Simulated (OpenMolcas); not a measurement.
Re6+ among 6 point charges of -1.7 e arranged as an octahedron (Oh).

```yaml
Program: OpenMolcas
Method: CASSCF
Basis: ANO-RCC-VDZP [7s6p4d2f1g]
Scalar_Hamiltonian: DKH2, point nucleus
Active_space: 1 electron in 5 orbitals (5d)
State_averaging: 2S+1 = 2 even, 5 roots
Spin-orbit_coupling: state interaction with AMFI integrals over the reference wave functions
```

All point charges move together. At R = 1.87 Å |10Dq| is 11337 cm-1, and at R = 2 Å it is 8177 cm-1.

A third run gives 15174 cm-1. What distance was it run at?

With a power law R^-n the two known points give n = -ln(8177 / 11337) / ln(2 / 1.87) = 4.86. Then R = 1.87 × (11337 / 15174)^(1/4.86) = 1.761 Å. The run was at 1.76 Å, so the estimate is off by +0.001 Å.

An orbital triplet at a regular site is open to Jahn-Teller coupling, which can distort the site and quench the lowest spin-orbit gaps and is left out. This field is weak: 10Dq is about 15174 cm-1, while octahedral complexes of 5d ions of charge 3 and more, computed by the same method with explicit ligands, had a median near 35000 cm-1. Ground spin and moment need not be those of a real site (figures for R = 1.76; the like holds for R = 1.87, R = 2). This is an electrostatic model: the charges have no orbitals. No measured value stands beside these numbers.
